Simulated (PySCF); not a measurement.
Compound: H11NSSi4.
Z-matrix (Å and degrees, PBE0-D3(BJ)/def2-SVP geometry), rows numbered from 1:
```
Si
S   1  2.1527
Si  2  2.1557  1   99.19
N   3  1.7399  2  109.47  1   121.33
Si  4  1.7569  3  121.46  2   121.31
Si  4  1.7622  3  118.02  2   -54.50
H   1  1.4927  2  111.36  3    64.39
H   1  1.4901  2  105.72  3  -176.62
H   1  1.4923  2  110.99  3   -57.25
H   3  1.4904  2  110.20  1  -120.37
H   3  1.4949  2  106.97  1    -0.74
H   5  1.4949  4  112.06  3    77.78
H   5  1.4936  4  107.55  3  -162.69
H   5  1.4931  4  110.31  3   -43.04
H   6  1.4938  4  109.14  3  -141.05
H   6  1.4926  4  112.25  3    98.54
H   6  1.4931  4  108.02  3   -22.22
```

Computed with PySCF 2.14.0, PBE0-D3(BJ)/def2-SVP geometry optimisation, gas phase.

Masses are those of the commonest isotopes; rigid-rotor values at the optimised geometry. The values belong to one conformer with, in the numbering `[SiH3:1][S:2][SiH2:3][N:4]([SiH3:5])[SiH3:6]`, Si1–S2–Si3–N4 121°, S2–Si3–N4–Si5 121°.

Question: What are A, B and C (MHz)?

Answer: Ia = 219.02, Ib = 792.40, Ic = 904.38 u·Å²; 505379 MHz·u·Å²/I gives A = 2307, B = 637.8, C = 558.8 MHz.

Question: What kind of rotor is it?

Answer: A near-prolate asymmetric top. Ray's parameter κ = (2B − A − C)/(A − C) = -0.910; −1 is the prolate and +1 the oblate limit.

Question: What does the inertial defect say?

Answer: Not planar: Δ = Ic − Ia − Ib = -107.04 u·Å². For a rigid frame Δ = −2 Σ m c², so Σ m c² = 53.52 u·Å² lies off the ab plane: 13.28 from hydrogen and 40.24 from heavier atoms. The atom farthest from that plane is 1.90 Å away.

Question: Give the other two planar moments, Paa and Pbb, and the rms extents of the mass along the axes.

Answer: Paa = Σ m a² = (Ib + Ic − Ia)/2 = 738.88 and Pbb = Σ m b² = (Ia + Ic − Ib)/2 = 165.50 u·Å². With the mass M = 168.97 u, the rms extents √(P/M) along a, b and c are 2.09, 0.99, 0.56 Å.

Question: Give the coordinates in the principal-axis frame, origin at the centre of mass.

Answer: The sense of each axis is arbitrary; atoms in the order of the calculation.
```json
{"atom": "Si1", "mass (u)": "27.977", "a (Å)": "3.115", "b (Å)": "-0.267", "c (Å)": "-0.366"}
{"atom": "S2", "mass (u)": "31.972", "a (Å)": "1.561", "b (Å)": "0.507", "c (Å)": "0.907"}
{"atom": "Si3", "mass (u)": "27.977", "a (Å)": "0.043", "b (Å)": "0.863", "c (Å)": "-0.581"}
{"atom": "N4", "mass (u)": "14.003", "a (Å)": "-1.383", "b (Å)": "-0.052", "c (Å)": "-0.186"}
{"atom": "Si5", "mass (u)": "27.977", "a (Å)": "-2.933", "b (Å)": "0.733", "c (Å)": "0.076"}
{"atom": "Si6", "mass (u)": "27.977", "a (Å)": "-1.211", "b (Å)": "-1.789", "c (Å)": "0.057"}
{"atom": "H7", "mass (u)": "1.008", "a (Å)": "3.588", "b (Å)": "0.765", "c (Å)": "-1.335"}
{"atom": "H8", "mass (u)": "1.008", "a (Å)": "4.231", "b (Å)": "-0.646", "c (Å)": "0.545"}
{"atom": "H9", "mass (u)": "1.008", "a (Å)": "2.641", "b (Å)": "-1.462", "c (Å)": "-1.122"}
{"atom": "H10", "mass (u)": "1.008", "a (Å)": "-0.334", "b (Å)": "2.305", "c (Å)": "-0.598"}
{"atom": "H11", "mass (u)": "1.008", "a (Å)": "0.625", "b (Å)": "0.470", "c (Å)": "-1.901"}
{"atom": "H12", "mass (u)": "1.008", "a (Å)": "-3.591", "b (Å)": "1.121", "c (Å)": "-1.209"}
{"atom": "H13", "mass (u)": "1.008", "a (Å)": "-3.813", "b (Å)": "-0.238", "c (Å)": "0.794"}
{"atom": "H14", "mass (u)": "1.008", "a (Å)": "-2.758", "b (Å)": "1.963", "c (Å)": "0.905"}
{"atom": "H15", "mass (u)": "1.008", "a (Å)": "-2.392", "b (Å)": "-2.486", "c (Å)": "-0.537"}
{"atom": "H16", "mass (u)": "1.008", "a (Å)": "-1.123", "b (Å)": "-2.152", "c (Å)": "1.502"}
{"atom": "H17", "mass (u)": "1.008", "a (Å)": "0.030", "b (Å)": "-2.233", "c (Å)": "-0.644"}
```

Question: List the rotational levels J(Ka,Kc) to J = 4 (MHz).

Answer: Above 0(0,0):
J = 1: 1(0,1) 1197, 1(1,1) 2866, 1(1,0) 2945
J = 2: 2(0,2) 3587, 2(1,2) 5180, 2(1,1) 5417, 2(2,1) 10426, 2(2,0) 10429
J = 3: 3(0,3) 7166, 3(1,3) 8650, 3(1,2) 9124, 3(2,2) 14016, 3(2,1) 14030, 3(3,1) 22564, 3(3,0) 22564
J = 4: 4(0,4) 11925, 4(1,4) 13273, 4(1,3) 14063, 4(2,3) 18800, 4(2,2) 18841, 4(3,2) 27355, 4(3,1) 27356, 4(4,1) 39314, 4(4,0) 39314
Those of J = 1 are B + C, A + C and A + B.

Question: Which types of transition are allowed, and where do some lines up to J = 4 fall?

Answer: The dipole components are |μa| = 0.14 D, |μb| = 0.22 D, |μc| = 1.01 D. The squared components, which scale the intensities, stand as 0.02 : 0.05 : 1.00 (a : b : c). Some lines, for components of 0.1 D or more:

```tsv
type	branch	J(Ka,Kc)	MHz	lower level (cm⁻¹)
b	R	2(0,2) ← 1(1,1)	721	0.096
c	Q	2(1,2) ← 2(0,2)	1593	0.120
b	Q	1(1,0) ← 1(0,1)	1749	0.040
b	R	1(1,1) ← 0(0,0)	2866	0.000
b	R	4(0,4) ← 3(1,3)	3275	0.289
b	Q	4(2,3) ← 4(1,4)	5527	0.443
c	R	3(1,2) ← 2(0,2)	5537	0.120
b	R	4(1,4) ← 3(0,3)	6107	0.239
c	Q	4(3,2) ← 4(2,2)	8514	0.628
b	Q	3(3,0) ← 3(2,1)	8534	0.468
c	R	4(3,1) ← 3(2,1)	13326	0.468
c	R	4(4,0) ← 3(3,0)	16751	0.753
b	R	4(4,0) ← 3(3,1)	16751	0.753
```

Question: Estimate the classical rotational partition function at 10 K, 200 K and 298.15 K.

Answer: Point group C1, symmetry number σ = 1; q = (√π/σ)·√((kT/h)³/(ABC)), k/h = 20836.6 MHz/K: 5880 at 10 K, 526000 at 200 K, 957000 at 298.15 K.

No frequency check. Constants of a rigid frame at the computed geometry: no zero-point averaging, no centrifugal distortion. A rigid rotor knows nothing of internal rotation, which can split or shift real lines. Quadrupole hyperfine structure (14N) is left out.
